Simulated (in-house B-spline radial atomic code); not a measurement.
Settings and results of a run for K⁺. Computed with a B-spline radial code for spherical atoms: scalar-relativistic (X2C) HSE06, spin-polarised, spherical fractional occupations, Fermi nucleus of rms radius 3.4349 fm.

Command:
```bash
python run_scf.py task.json out
```
Settings (nuclear radius in fm, mass in u):
```
Z                19
configuration    [Ne] 3s2 3p6
hamiltonian      x2c
method           hse06
spin_polarised   True
nucleus          fermi
rms_radius       3.4349
atomic_mass      38.96371
speed_of_light   137.035999084
```

Output (hartree, bohr):
```
 radial grid: 75 intervals, B-splines of order 8, outer radius 40.5882 bohr

 iter        energy (Eh)    residual
    1        -598.234277    2.74e-01
    2        -600.843264    1.78e-01
    3        -601.837129    5.05e-02
    4        -601.921930    1.27e-02
    5        -601.925580    6.66e-03
    6        -601.927324    4.53e-04
    7        -601.927329    3.33e-05
    8        -601.927329    1.12e-06
    9        -601.927329    2.64e-08

 total energy                      -601.92733
 kinetic                             606.0148
 electron-nucleus                  -1429.0045
 Hartree                             254.4429
 exact exchange                       -7.9131
 exchange-correlation                -25.4674

 orbital      occ     eigenvalue          <r>       <r^2>       <1/r>     <1/r^3>       r_max
 1s up      1.000      -130.7760    0.0807935  0.00879482     18.8612           -     0.05277
 1s down    1.000      -130.7760    0.0807935  0.00879482     18.8612           -     0.05277
 2s up      1.000       -13.6051     0.386583    0.177165     3.82583           -      0.3177
 2s down    1.000       -13.6051     0.386583    0.177165     3.82583           -      0.3177
 2p up      3.000       -10.8140     0.350084    0.151863     3.70334     155.438      0.2628
 2p down    3.000       -10.8140     0.350084    0.151863     3.70334     155.438      0.2628
 3s up      1.000        -1.6318      1.26722     1.85731     1.09742           -       1.077
 3s down    1.000        -1.6318      1.26722     1.85731     1.09742           -       1.077
 3p up      3.000        -0.9732       1.4256     2.40574    0.955691     14.2685       1.156
 3p down    3.000        -0.9732       1.4256     2.40574    0.955691     14.2685       1.156
```

Run time, properties included: 0.92 s on 1 thread of Intel(R) Xeon(R) 6975P-C (shared host).
